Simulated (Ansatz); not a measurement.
Gas-phase electronic energies from Ansatz, PBE0-D4/def2-TZVP geometries. CCSD(T)/CBS is the MP2 limit (def2-TZVPP, def2-QZVPP) plus CCSD(T) − MP2 in def2-TZVPP, frozen cores. This one scheme is used for every species. Functionals use def2-TZVPP. B3LYP here is the variant with VWN-RPA as its local correlation; programs differ in this. Each species was taken in one conformer, which may not be the lowest.

Consider the ligand exchange at the Si–S bond: `O[SiH2][SiH](S)Cl` + H–F → `O[SiH2][SiH](F)Cl` + H₂S.

`O[SiH2][SiH](S)Cl`:

Cartesian coordinates in Å:
```
O 1.212 -0.373 -1.530
Si 0.669 0.895 -0.621
Si -0.955 0.038 0.833
S -0.103 -1.355 2.195
Cl -2.324 -0.867 -0.446
H 0.554 -0.842 -2.048
H 0.073 1.975 -1.458
H 1.848 1.416 0.110
H -1.715 0.988 1.680
H 0.741 -1.875 1.285
```

H–F:

Z-matrix (Å, degrees):
```
F
H 1 0.920
```

`O[SiH2][SiH](F)Cl`:

Cartesian coordinates in Å:
```
O -0.941 1.798 -0.078
Si -1.067 0.188 0.252
Si 0.938 -0.862 -0.382
F 1.113 -2.276 0.340
Cl 2.439 0.384 0.284
H -0.154 2.247 0.236
H -1.281 -0.087 1.701
H -2.226 -0.312 -0.525
H 1.178 -1.080 -1.828
```

H₂S:

Cartesian coordinates in Å:
```
S -0.289 -0.004 0.548
H -0.556 0.560 -0.639
H 0.845 -0.556 0.091
```

| level | ΔE (kJ/mol) | difference from CCSD(T)/CBS |
| --- | --- | --- |
| PBE-D4 | -55.2 | 10.4 |
| r2SCAN-D4 | -68.6 | -3.0 |
| PBE0-D4 | -56.8 | 8.8 |
| B3LYP-D4 | -70.9 | -5.3 |
| ωB97X-V | -72.9 | -7.3 |
| ωB97M-V | -71.0 | -5.4 |
| B2PLYP | -76.8 | -11.2 |
| PBE | -62.1 | 3.5 |
| r2SCAN | -70.4 | -4.8 |
| PBE0 | -63.0 | 2.6 |
| B3LYP | -82.1 | -16.5 |
| HF/def2-TZVPP | -95.3 | -29.7 |
| MP2/def2-TZVPP | -62.6 | 3.0 |
| SCS-MP2/def2-TZVPP | -72.2 | -6.6 |
| CCSD/def2-TZVPP | -74.3 | -8.7 |
| CCSD(T)/def2-TZVPP | -69.3 | -3.7 |
| HF/def2-QZVPP | -97.9 | -32.3 |
| MP2/def2-QZVPP | -61.3 | 4.3 |
| SCS-MP2/def2-QZVPP | -70.9 | -5.3 |
| HF/CBS(def2) | -98.2 | -32.6 |
| MP2/CBS(def2) | -58.8 | 6.8 |
| CCSD/CBS(def2) | -70.6 | -5.0 |
| CCSD(T)/CBS | -65.6 | 0 |

Largest T1 diagnostic among the species: 0.012.

In def2-TZVPP, CCSD(T) changes the Hartree–Fock value by +25.9 kJ/mol (the triples alone add +5.0 kJ/mol) and MP2 by +32.7 kJ/mol. The D4 term adds +11.3 kJ/mol with B3LYP and +6.2 kJ/mol with PBE0; it sums over pairs of atoms, weighted by their polarisabilities, and B3LYP, whose exchange is more repulsive, gets the larger term.
